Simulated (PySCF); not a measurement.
A calculated (PBE0, PySCF 2.14, aug-cc-pV(5+d)Z, no relativity, point nucleus) atom or ion has these occupied shells.

```json
{"shell": "1s", "electrons": "2", "orbital energy (eV)": "-2758.7", "rms radius, mean of both spins (bohr)": "0.106"}
{"shell": "2s", "electrons": "2", "orbital energy (eV)": "-250.52", "rms radius, mean of both spins (bohr)": "0.485"}
{"shell": "2p", "electrons": "6", "orbital energy (eV)": "-188.73", "rms radius, mean of both spins (bohr)": "0.454"}
{"shell": "3s", "electrons": "2", "orbital energy (eV)": "-13.540", "rms radius, mean of both spins (bohr)": "1.72"}
{"shell": "3p", "electrons": "6", "orbital energy (eV)": "-0.993", "rms radius, mean of both spins (bohr)": "2.29"}
```

(1) Name the element and its charge.

Results:

(1) Cl⁻ (chlorine, charge -1), in [Ar], closed-shell 1S.
